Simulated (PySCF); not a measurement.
Dipole moment and polarisability of `C[S@@](=O)c1ccccn1`

C6H7NOS.
Cartesian coordinates in Å at the GFN2-xTB level; atoms count from 1:
```
atom  x, y, z in Å
C1     2.5395    0.4078    0.8334
S2     1.8628    0.4330   -0.8861
O3     2.2146   -0.8529   -1.4943
C4     0.1369    0.2189   -0.3078
C5    -0.5586   -0.9254   -0.6567
C6    -1.8671   -1.0429   -0.2162
C7    -2.4110   -0.0118    0.5356
C8    -1.6196    1.0929    0.8169
N9    -0.3691    1.2093    0.4033
H10    2.3196   -0.5506    1.2912
H11    3.6131    0.5520    0.7700
H12    2.0718    1.2209    1.3760
H13   -0.0665   -1.6849   -1.2438
H14   -2.4507   -1.9195   -0.4568
H15   -3.4268   -0.0616    0.8954
H16   -1.9967    1.9238    1.3984
```

Level: wB97X-D/def2-SVPD (PySCF), static field, nuclei fixed, core orbitals frozen in the response. The polarisability tensor in these axes (au):

```
x   125.21   4.49 -10.31
y     4.49  89.31  14.18
z   -10.31  14.18  82.53
```

Q: Diagonalise the tensor; give its mean and Δα, where Δα² is half the sum of the squared differences of the eigenvalues.

A: Principal values 69.22, 100.22 and 127.62 au; mean 99.02 au = 14.67 Å³ = 16.33 × 10⁻⁴⁰ C²·m²/J; Δα = 50.60 au (51 % of the mean).

Q: What is the dipole moment, and where does it point?

A: (-2.87, 0.31, 2.62) D, 3.90 D in size, pointing from the negative to the positive side. Measured along this direction, the outermost atoms are O3 at the negative end and H15 at the positive end.

Q: Refractivity n − 1 of an ideal gas of it at 350 K and 1 atm, from the electronic α?

A: N = p/kT = 2.0968 × 10¹⁹ cm⁻³, so n − 1 = 2π × N × 14.67 × 10⁻²⁴ cm³ = 1933 × 10⁻⁶ at long wavelengths.

Q: What are the principal values of the traceless quadrupole moment, Θ = ½Σq(3rr − r²1), about the centre of nuclear charge?

A: -11.21, -3.42, 14.63 D·Å. The values depend on the origin, since the dipole doesn't vanish. The electronic extent ⟨r²⟩ about the same centre is 1373 bohr², a root-mean-square distance of 2.28 Å for the 74 electrons.

Q: What depolarisation ratio follows for Rayleigh scattering of linearly polarised light, taking the static tensor?

A: ρ = 3Δα²/(45ᾱ² + 4Δα²) = 7682.4/(441207 + 10243.2) = 0.017.

Q: Find the Langevin capture rate constant for NO+ (29.998 u) meeting this molecule (141.025 u), k = 2.342 × 10⁻⁹ cm³/s × √(α in Å³ / reduced mass in u).

A: The reduced mass is 24.74 u, so k = 1.80 × 10⁻⁹ cm³/s. The formula leaves out the permanent dipole, which adds to the capture rate.

Q: Give the principal axes and the span of the nuclei along them.

A: Largest value along (0.98, 0.04, -0.21), where the nuclei span 6.92 Å; middle along (0.10, 0.80, 0.59), 4.26 Å; least along (0.19, -0.59, 0.78), 2.37 Å. The response follows the extents in order.

Geometry: GFN2-xTB, one conformer, isolated molecule.
